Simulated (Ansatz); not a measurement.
The cluster Hg3TeBr4. Charge 0, multiplicity 1. Geometry PBE-D4/def2-SVP.

| atom | x (Å) | y (Å) | z (Å) |
| --- | --- | --- | --- |
| Hg1 | 0.913 | -1.577 | -1.237 |
| Hg2 | 1.322 | 1.495 | 1.112 |
| Hg3 | -2.169 | -0.202 | 0.775 |
| Te4 | 0.195 | -0.815 | 1.890 |
| Br5 | 2.283 | 3.682 | 0.506 |
| Br6 | -1.322 | -2.532 | -1.740 |
| Br7 | 3.149 | -0.493 | -1.188 |
| Br8 | -4.371 | 0.442 | -0.120 |

In the def2 sets Hg, Te take a core potential; there is no spin–orbit coupling. The structure comes from a short search, and lower isomers may exist.

Estimate the orbital energies around the gap (eV) in Ansatz with PBE-D4/def2-SVP, PBE-D4/def2-TZVP, r2SCANh-D4/def2-TZVP, PBE0-D4/def2-SVP, r2SCAN0-D4/def2-TZVP.


```tsv
orbital	PBE-D4/def2-SVP	PBE-D4/def2-TZVP	r2SCANh-D4/def2-TZVP	PBE0-D4/def2-SVP	r2SCAN0-D4/def2-TZVP
HOMO−13	-9.69	-9.63	-10.39	-10.91	-11.05
HOMO−12	-9.66	-9.62	-10.36	-10.86	-11.02
HOMO−11	-8.58	-8.66	-9.41	-9.72	-10.01
HOMO−10	-8.01	-8.09	-8.75	-9.09	-9.38
HOMO−9	-7.87	-7.95	-8.69	-9.03	-9.29
HOMO−8	-7.73	-7.83	-8.55	-8.90	-9.20
HOMO−7	-7.50	-7.62	-8.43	-8.78	-9.05
HOMO−6	-7.26	-7.37	-8.16	-8.57	-8.86
HOMO−5	-7.09	-7.21	-8.02	-8.42	-8.72
HOMO−4	-7.01	-7.16	-7.93	-8.29	-8.60
HOMO−3	-6.97	-7.12	-7.89	-8.26	-8.57
HOMO−2	-6.92	-7.06	-7.83	-8.20	-8.50
HOMO−1	-6.88	-7.01	-7.79	-8.18	-8.48
HOMO	-6.32	-6.39	-7.03	-7.39	-7.59
LUMO	-3.74	-3.78	-3.45	-3.04	-3.00
LUMO+1	-3.68	-3.70	-3.33	-2.99	-2.92
LUMO+2	-3.51	-3.55	-3.21	-2.80	-2.78
LUMO+3	-2.24	-2.44	-2.10	-1.72	-1.79
LUMO+4	-1.61	-1.87	-1.46	-1.05	-1.16
LUMO+5	-1.07	-1.38	-0.93	-0.48	-0.60
```
